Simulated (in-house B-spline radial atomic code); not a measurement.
Radial electron density of Cl, [Ne] 3s2 3p4 7g1. Method: Dirac-Hartree-Fock, average of configuration, Fermi nucleus of rms radius 3.3654 fm. Calculated with an all-electron radial atomic-structure program (B-spline basis).

Columns: r (bohr), 4πr²n(r) (electrons per bohr), bar.

```
 0.00331    0.416 #
 0.00428   0.6703 ##
 0.00555    1.075 ##
 0.00718    1.696 ####
  0.0093    2.637 ######
   0.012    3.991 #########
  0.0156    5.947 #############
  0.0202    8.502 ###################
  0.0262    11.64 ##########################
  0.0339    14.99 ##################################
  0.0439    17.94 ########################################
  0.0568    19.59 ############################################
  0.0736    19.19 ###########################################
  0.0953    16.87 ######################################
   0.123    14.16 ################################
    0.16    13.29 ##############################
   0.207    15.43 ###################################
   0.268    18.64 ##########################################
   0.347     19.1 ###########################################
   0.449    14.88 #################################
   0.582    8.407 ###################
   0.754    4.203 #########
   0.976    3.665 ########
    1.26      4.3 ##########
    1.64    3.718 ########
    2.12    2.118 #####
    2.74   0.7709 ##
    3.55    0.165 
     4.6  0.01857 
    5.96 0.0009734 
    7.72 0.0003536 
    9.99 0.001619 
    12.9 0.005357 
    16.8  0.01028 
    21.7 0.006312 
    28.1 0.000437 
    36.4  0.01304 
    47.1 0.001754 
      61   0.0164 
      79  0.02088 
     102 0.002521 
     133 2.597e-05 
     172 1.99e-08 
     222 5.677e-13
```

On this grid the curve has 6 maxima, near 0.0568, 0.347, 1.26, 16.8, 36.4, 79 bohr.

The 7g7/2 radial function P(r) = rR(r), positive near the nucleus, with its small component Q(r) (sign convention: Q ≈ (P' + κP/r)/2c):

```tsv
r (bohr)	P	Q
2.74	0.0003067	3.391e-06
4.6	0.002698	1.717e-05
7.72	0.01838	6.353e-05
12.9	0.07319	0.0001219
21.7	0.07945	1.278e-05
36.4	-0.1142	-5.691e-05
61	0.128	5.878e-05
102	0.05021	-4.037e-06
```
